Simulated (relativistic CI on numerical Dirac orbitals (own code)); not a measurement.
One change at a time: Ti18+

Base calculation: Dirac-Coulomb-Breit CI, separate exchange-only KLI orbitals for each configuration, QED by a radiative potential, unscaled Slater integrals.

Configuration list (outside the closed core 1s2): 2s², 2s2p, 2p², 2p3s, 2p3p, 2s3s, 2s3p, 2s3d, 2s4s, 2s4p, 2s4d, 2s4f, 3s², 3s3p, 3p². Levels of other configurations are missing.

Variants: (1) P86 correlation estimate; (2) configuration mixing switched off. Shifts of the energy above 2s² ¹S0, in eV, for the lowest level and the first level of each name with at least 55 % of one term (blank where a level changes its place among those of its configuration and J or its character, or is not in the variant):

```csv
Level,Base,Δ(1),Δ(2)
2s² ¹S0,0.000,0.000,0.000
2s2p ³P°0,35.856,+0.401,-6.615
2s2p ³P°1,37.904,+0.401,-6.614
2s2p ³P°2,43.163,+0.401,-6.614
2s2p ¹P°1,74.781,+0.401,-6.541
2p² ³P0,96.577,+0.635,-6.888
2p² ³P1,100.134,+0.637,-6.610
2p² ³P2,103.607,+0.637,-6.562
2p² ¹D2,114.603,+0.637,-6.212
2p² ¹S0,138.537,+0.606,-12.687
2s3s ³S1,764.468,+0.676,-5.306
2s3s ¹S0,771.415,+0.678,-4.197
2s3p ³P°1,781.976,+0.845,-5.953
2s3p ³P°0,782.050,+0.848,-6.447
2s3p ³P°2,784.163,+0.848,-6.468
2s3d ³D1,792.682,+0.725,-6.033
2s3d ³D2,792.950,+0.724,-6.094
2s3d ³D3,793.392,+0.724,-6.160
2s3d ¹D2,800.219,+0.725,-6.192
2p3s ³P°0,809.804,+0.740,-6.759
2p3s ³P°1,811.224,+0.742,-7.358
2p3s ³P°2,817.399,+0.740,-6.733
```

At this charge energies of transitions that change n are usually good to better than 1 %, and those within a shell (Δn = 0) to a few per cent.

Ionisation energy from the two ground configurations alone: base 1339.97 eV; P86 correlation estimate 1341.26 eV. The NIST ASD value (semi-empirical) is 1346.3 eV.

LS names give the leading component of a level, which can be under half, so a name can repeat, a term be missing and a line seem to break the LS rules.
